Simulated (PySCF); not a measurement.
These are PySCF with PBE-D3(BJ)/def2-TZVP // r2SCAN-D4/def2-TZVP values and carry that method's errors. Gas-phase values, no solvent. One relaxed conformer stands for a flexible species; it need not be the lowest. Excitations are Tamm–Dancoff values on a coarser integration grid. The basis has no diffuse functions, so Rydberg states are missing or too high.

Reference species (SMILES): `[CH3][Al]([CH3])[CH3]` (neutral, multiplicity 1).

| Quantity | Result |
|---|---|
| HOMO | -6.27 eV |
| S1 oscillator strength | 0.000 |
| S1 excitation (TDA) | 5.21 eV |

Changed species: `[CH3][Al]([OH])[OH]` (O–Al–O–H torsion -1°, O–Al–O–H torsion 1°) (2 of 3 CH3 replaced by OH; the reference has 0 of 3 CH3 replaced by OH).

Question: What does the change do to the HOMO, S1 oscillator strength and S1 excitation (TDA)?

Answer: the HOMO decreases by 0.87 eV, to -7.14 eV; the S1 oscillator strength stays essentially unchanged; the S1 excitation (TDA) goes up by 1.08 eV, to 6.29 eV.
